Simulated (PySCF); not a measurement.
pyrimidine (C4H4N2), SMILES c1cncnc1. Heavy atoms are numbered as in [cH:1]1[cH:2][n:3][cH:4][n:5][cH:6]1. Hydrogens are named by the atom that carries them.

Geometry optimised at PBE0-D3(BJ)/def2-SVP.

Method: PBE/pcSseg-1 run with PySCF.

GIAO shieldings, no solvent; atoms alike by connectivity are averaged. δ = σ(ref) − σ: ¹³C against TMS (σ = 182.0 ppm); ¹⁵N against NH3 (σ = 267.0 ppm); ¹H against TMS (σ = 31.49 ppm), references at their B3LYP-D3(BJ)/def2-TZVP geometries, non-relativistic.

| atoms | nucleus | count | δ (ppm) |
|---|---|---|---|
| C4 (CH) | ¹³C | 1 | (withheld) |
| C2 (CH) | ¹³C | 2 | 161.6 |
| C1 (CH) | ¹³C | 1 | 127.8 |
| N3 | ¹⁵N | 2 | (withheld) |
| H on C4 | ¹H | 1 | 9.71 |
| H on C2 | ¹H | 2 | (withheld) |
| H on C1 | ¹H | 1 | 7.26 |

### Question
Fill in the missing entries. (Estimate from the structure and the level; the computed values follow.)

### Answer

- H on C2, δ (ppm): 9.02
- C4 (CH), δ (ppm): 165.7
- N3, δ (ppm): 340.7
